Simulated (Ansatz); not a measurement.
Geometry optimisation, Ansatz, RKS PBE0/def2-SVP.

Input file:

```yaml
crystal:
  periodic: [false, false, false]
  atoms:
    - { symbol: Si, position_ang: [0.388279, 0.22145, -0.159609] }
    - { symbol: H, position_ang: [-1.135081, 0.41676, 2.023545] }
    - { symbol: O, position_ang: [1.306641, 0.095586, -1.529104] }
    - { symbol: H, position_ang: [1.637649, -0.794668, -1.695116] }
    - { symbol: O, position_ang: [-0.907808, 1.1973, -0.444918] }
    - { symbol: H, position_ang: [-1.430845, 0.982277, -1.22289] }
    - { symbol: O, position_ang: [-0.026173, -1.335554, 0.20483] }
    - { symbol: H, position_ang: [-0.451216, -1.473322, 1.056815] }
    - { symbol: O, position_ang: [1.260553, 0.942312, 1.064575] }
    - { symbol: H, position_ang: [2.149807, 1.199335, 0.794882] }
    - { symbol: H, position_ang: [-0.500107, 0.518723, 2.341489] }
basis:
  gaussian: { orbitals: def2-SVP }
hamiltonian:
  xc: pbe0
relax:
  f_tol: 0.03
  max_steps: 50
output:
  orbitals: {}
```

Command:

```bash
$ ansatz run input.yaml --threads 2 --pin off --max-ram 3072MiB --backend cpu --events-out ev --progress --plain --runs-dir out
```

**Question.** Where does it end, and by what steps?

**Answer.** The run converged. The force dipped under the threshold on the way, but the program's further checks kept it going. After 23 steps the energy has fallen by 0.280 eV; H2 moved furthest, 1.54 Å.

```csv
step,energy less start (eV),largest force component (eV/Å),accepted
0,0.0000,1.702,yes
1,-0.1027,0.240,yes
2,-0.1385,0.140,yes
3,-0.1536,0.125,yes
4,-0.1639,0.133,yes
5,-0.1548,0.970,no
6,-0.1703,0.098,yes
7,-0.1739,0.386,yes
8,-0.1914,0.263,yes
9,-0.1801,1.181,no
10,-0.2057,0.224,yes
11,-0.2182,0.467,yes
12,-0.2409,0.237,yes
13,-0.2571,0.390,yes
14,-0.2647,0.251,yes
15,-0.2695,0.422,yes
16,-0.2722,0.210,yes
17,-0.2772,0.042,yes
18,-0.2782,0.041,yes
19,-0.2787,0.107,yes
20,-0.2796,0.042,yes
21,-0.2800,0.020,yes
22,-0.2802,0.016,yes
23,-0.2802,0.013,yes
```

```xyz
11
Properties=species:S:1:pos:R:3
Si 0.358 0.227 -0.426
H -0.697 -0.222 3.360
O 1.403 -0.269 -1.599
H 1.773 -1.147 -1.470
O -0.593 1.388 -1.106
H -0.800 1.258 -2.036
O -0.408 -1.125 0.117
H -0.781 -1.058 1.001
O 1.045 0.933 0.902
H 1.206 1.878 0.823
H -0.213 0.107 2.870
```

Time of the run: 59 s on 2 threads of Arm Neoverse V1, on a shared host, peak memory 0.22 GiB.
